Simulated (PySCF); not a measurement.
## What an electron can do to ZnS

r²SCAN in PySCF with def2-TZVPPD on every atom, for the lowest determinant that a PBE0 search found; no spin–orbit coupling.

```csv
species,state (unpaired electrons),Re (Å),ωe (cm⁻¹),energy of the minimum from the neutral (eV),De (eV),dissociates to
ZnS,singlet (closed shell),2.040,477,0.00,1.62,Zn + S
ZnS⁺,doublet (π ↑),2.138,410,8.58,2.24,Zn⁺ + S
ZnS⁻,doublet (σ ↑),2.121,410,-2.47,1.96,Zn + S⁻
```

Work out the lowest energy to break ZnS into atoms, from its vibrational ground state.

D0 = De − ωe/2 = 1.62 − 0.03 = 1.59 eV (r²SCAN/def2-TZVPPD).

Work out the ionisation energy of the Zn atom at this level and the threshold of dissociative ionisation.

IE(Zn) = 8.58 + 2.24 − 1.62 = 9.20 eV, so Zn⁺ + S + e⁻ appears at D0 + IE(Zn) = 10.79 eV (r²SCAN/def2-TZVPPD). The measured IE(Zn) is 9.394 eV (NIST ASD).

Work out the electron affinity of the S atom and the threshold of dissociative attachment.

EA(S) = 1.62 − 1.96 − (-2.47) = 2.13 eV, so Zn + S⁻ needs D0 − EA(S) = -0.54 eV (negative: it is exothermic at zero electron energy) (r²SCAN/def2-TZVPPD). The measured EA(S) is 2.077 eV.

At which energy does ion-pair formation open?

Zn⁺ + S⁻ lies at D0 + IE(Zn) − EA(S) = 8.66 eV (r²SCAN/def2-TZVPPD).

These are thermodynamic thresholds; the onsets seen under electron impact lie higher where the geometry changes, and cross-sections peak well above them.

For an ion De counts to the pair picked by the measured ionisation energies or electron affinities, which need not be the lowest pair at this level. The highest Kohn–Sham level is positive in this anion. Much of that is self-interaction error, but it also means that the finite basis helps to hold the extra electron. States were picked by a PBE0 search and need not be the measured ground states.
